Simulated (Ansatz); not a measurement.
Consider the formal hydrolysis of a B–Si bond: `[SiH3]BCS[SiH3]` + H₂O → `OBCS[SiH3]` + SiH₄.

Program: Ansatz. Geometries: PBE0-D4/def2-TZVP. ΔE: electronic, gas phase. CBS: MP2 limit from def2 TZ/QZ plus the TZ coupled-cluster correction, frozen cores. This one scheme is used for every species. Functionals use def2-TZVPP. B3LYP here is the variant with VWN-RPA as its local correlation; programs differ in this. One conformer a species, not always the lowest.

`[SiH3]BCS[SiH3]`:

Z-matrix (Å, degrees):
```
Si
B 1 2.020
H 1 1.492 2 108.4
H 1 1.488 2 112.7 3 119.7
H 1 1.489 2 111.0 3 -118.4
C 2 1.555 1 124.1 3 63.3
H 2 1.200 1 120.8 3 -112.6
S 6 1.819 2 115.8 1 11.5
H 6 1.096 2 111.1 1 139.1
H 6 1.103 2 103.3 1 -108.6
Si 8 2.126 6 99.4 2 -170.1
H 11 1.488 8 111.0 6 -60.5
H 11 1.483 8 106.8 6 179.4
H 11 1.488 8 110.7 6 59.3
```

H₂O:

```xyz
3

O     0.034    0.281    0.267
H    -0.666    0.172   -0.380
H     0.632   -0.453    0.113
```

`OBCS[SiH3]`:

```xyz
12

O     2.259    1.065    1.570
B     0.917    1.038    1.418
C     0.334    0.458    0.081
S    -0.982   -0.740    0.498
Si   -1.474   -1.378   -1.467
H     2.541    1.443    2.406
H     0.198    1.457    2.286
H     1.109   -0.020   -0.522
H    -0.109    1.274   -0.502
H    -1.936   -0.230   -2.294
H    -0.297   -1.988   -2.142
H    -2.561   -2.379   -1.333
```

SiH₄:

Z-matrix (Å, degrees):
```
Si
H 1 1.485
H 1 1.485 2 109.5
H 1 1.485 2 109.5 3 -120.0
H 1 1.485 2 109.5 3 120.0
```

Task: Is it downhill or uphill in electronic energy at CCSD(T)/CBS, and by how much? (An estimate is asked.)

Result: Ansatz gave: Downhill: ΔE = -162.3 kJ/mol.

Task: What do these levels give: PBE-D4, r2SCAN-D4, B2PLYP, PBE, r2SCAN, PBE0, B3LYP, MP2/def2-TZVPP, CCSD/def2-TZVPP, SCS-MP2/def2-QZVPP, MP2/CBS(def2), CCSD/CBS(def2)? (Best estimate.)

Result: The calculation gave: PBE-D4 -156.5, r2SCAN-D4 -166.8, B2PLYP -176.8, PBE -161.9, r2SCAN -168.3, PBE0 -163.5, B3LYP -177.3, MP2/def2-TZVPP -172.5, CCSD/def2-TZVPP -170.1, SCS-MP2/def2-QZVPP -172.0, MP2/CBS(def2) -165.8, CCSD/CBS(def2) -163.4 kJ/mol.

Largest T1 diagnostic among the species: 0.012.

The D4 term adds +8.7 kJ/mol with B3LYP and +4.9 kJ/mol with PBE0; it sums over pairs of atoms, weighted by their polarisabilities, and B3LYP, whose exchange is more repulsive, gets the larger term. In def2-TZVPP, CCSD(T) changes the Hartree–Fock value by +17.2 kJ/mol (the triples alone add +1.1 kJ/mol) and MP2 by +13.7 kJ/mol.
